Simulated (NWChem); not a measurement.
System: C2H4AuN; SMILES [AuH]<-[C-]#[N+]C

def2 effective core potentials on Au; no spin-orbit coupling.

### Question
Give the equilibrium geometry at PBE-D3(BJ)/def2-SVP with def2 effective core potentials on Au (NWChem) as an XYZ file, with the point group.

### Answer
point group Cs; any orientation.
```
8

Au    -0.5070    -0.1490    -0.5893
H     -1.5559    -0.4123    -1.7947
C      2.4277     0.7093     2.8336
N      1.5338     0.4239     1.7804
C      0.7814     0.1975     0.9005
H      2.3779     1.7864     3.0919
H      3.4655     0.4617     2.5326
H      2.1635     0.1138     3.7307
```
